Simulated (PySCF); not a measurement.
## Excitation energy of Ti²⁺ by level of theory

Ti²⁺ [Ar] 3d2 (3F) → Ti²⁺ [Ar] 3d1 4p1 (high-spin determinant), as a difference of total energies. Calculation: PySCF 2.14, in x2c-QZVPPall; scalar relativity by spin-free X2C-1e. Correlated levels: valence and next inner shell: [Ne] frozen. The calculations carry no spin-orbit coupling.

| method | excitation energy (eV) |
| --- | --- |
| UHF | 9.222 |
| MP2 (valence and next inner shell) | 9.388 |
| SCS-MP2 (valence and next inner shell) | 9.374 |
| CCSD (valence and next inner shell) | 9.354 |
| CCSD(T) (valence and next inner shell) | 9.343 |

Q: How much does correlation contribute at CCSD(T) (valence and next inner shell)?

A: 9.343 − (9.222) = 0.121 eV, measured against UHF.

The basis was made for the ground configuration and has no added diffuse functions, so the excitation energy can come out too high.

The determinant of the upper state mixes LS terms, which raises its energy above the lowest term, most at the Hartree-Fock and MP2 levels.
